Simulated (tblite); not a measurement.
Compound: C4H4BrNO2.
Bonds: C1–O2, O2–C3, C3–C4 (aromatic), C4–N5 (aromatic), N5–O6 (aromatic), O6–C7 (aromatic), C7–Br8, C3–C7 (aromatic). Hydrogens: H9, H10, H11 on C1; H12 on C4.

Computed with GFN2-xTB (tblite), gas phase: L-BFGS steps from a force-field or distance-geometry start until the largest atomic force falls under 0.01 eV/Å.

The end geometry, which sets the zero of energy:
```
atom  x, y, z in Å
C1      1.9470   -0.0726   -0.0135
O2      0.8671    0.8302   -0.1327
C3     -0.3621    0.2925   -0.0403
C4     -0.7959   -1.0432    0.1530
N5     -2.1004   -1.1088    0.1789
O6     -2.5815    0.1342    0.0105
C7     -1.5517    0.9829   -0.1218
Br8    -1.9179    2.7829   -0.3754
H9      1.9369   -0.5755    0.9578
H10     1.9282   -0.8212   -0.8113
H11     2.8464    0.5325   -0.1010
H12    -0.2149   -1.9346    0.2698
```

Problem. These geometries come from the run, each turned onto the end geometry. Order them by energy, lowest first.
A.
```
atom  x, y, z in Å
C1      1.9581   -0.0536    0.0481
O2      0.8611    0.8203   -0.1398
C3     -0.3669    0.2794   -0.0356
C4     -0.8112   -1.0674    0.0353
N5     -2.1158   -1.1297    0.0373
O6     -2.5914    0.1259   -0.0519
C7     -1.5541    0.9763   -0.0827
Br8    -1.8656    2.7985   -0.1842
H9      2.1735   -0.1774    1.1180
H10     1.7636   -1.0326   -0.3970
H11     2.7876    0.4307   -0.4689
H12    -0.2377   -1.9710    0.0953
```
B.
```
atom  x, y, z in Å
C1      1.9510   -0.0663    0.0045
O2      0.8647    0.7971   -0.2629
C3     -0.3643    0.2751   -0.1020
C4     -0.8071   -1.0574    0.0947
N5     -2.1086   -1.1053    0.1940
O6     -2.5794    0.1472    0.0711
C7     -1.5458    0.9841   -0.1003
Br8    -1.9084    2.7909   -0.2995
H9      1.9150   -0.4357    1.0340
H10     1.9716   -0.9096   -0.6911
H11     2.8457    0.5373   -0.1339
H12    -0.2331   -1.9581    0.1653
```
C.
```
atom  x, y, z in Å
C1      1.9928   -0.0182    0.0557
O2      0.8199    0.7684    0.0175
C3     -0.3929    0.2047   -0.0055
C4     -0.8893   -1.1146    0.0127
N5     -2.1978   -1.1142   -0.0421
O6     -2.6233    0.1552   -0.0975
C7     -1.5518    0.9497   -0.0781
Br8    -1.7334    2.7861   -0.1418
H9      2.4172    0.0371    1.0618
H10     1.8401   -1.0652   -0.2221
H11     2.6826    0.4531   -0.6490
H12    -0.3630   -2.0428    0.0624
```
D.
```
atom  x, y, z in Å
C1      1.9298   -0.0603    0.0199
O2      0.8630    0.8279   -0.2444
C3     -0.3598    0.2848   -0.0985
C4     -0.7844   -1.0610    0.0656
N5     -2.0886   -1.1247    0.1406
O6     -2.5751    0.1272    0.0378
C7     -1.5477    0.9786   -0.0969
Br8    -1.8722    2.7941   -0.2412
H9      1.9437   -0.3225    1.0854
H10     1.8421   -0.9630   -0.5959
H11     2.8436    0.4736   -0.2393
H12    -0.1932   -1.9554    0.1407
```
E.
```
atom  x, y, z in Å
C1      2.0034   -0.0164    0.0623
O2      0.7876    0.7298    0.0106
C3     -0.4493    0.1970   -0.0127
C4     -0.9290   -1.1367    0.0079
N5     -2.2353   -1.1466   -0.0336
O6     -2.6735    0.1455   -0.0962
C7     -1.5937    0.9612   -0.0844
Br8    -1.6715    2.8431   -0.1418
H9      2.4754    0.0278    1.0592
H10     1.8886   -1.0549   -0.2107
H11     2.6858    0.4517   -0.6514
H12    -0.2873   -2.0021    0.0648
```

Solution. B (0.007 eV), D (0.023 eV), A (0.051 eV), C (0.106 eV), E (0.226 eV).

In the order of the answer:

```
step  E above end (eV)  largest force (eV/Å)  rms force component (eV/Å)  rms distance from end (Å)  rms bond change (Å)  bond most changed (Å)
  52             0.007                  0.05                       0.014                      0.091                0.000          C1–H10 -0.001
  37             0.023                  0.17                       0.061                      0.142                0.003          C7–Br8 -0.004
  30             0.051                  0.21                       0.080                      0.250                0.002           C1–H9 +0.005
   7             0.106                  0.33                       0.099                      0.375                0.005           C3–C4 -0.008
   2             0.226                  0.66                       0.266                      0.386                0.013          C7–Br8 +0.030
```

What follows is the cost of the whole relaxation. On one thread, Intel Xeon at 2.70 GHz (x86_64), shared host with 64 logical CPUs at a one-minute load of 53, this took 0.73 s of wall time.
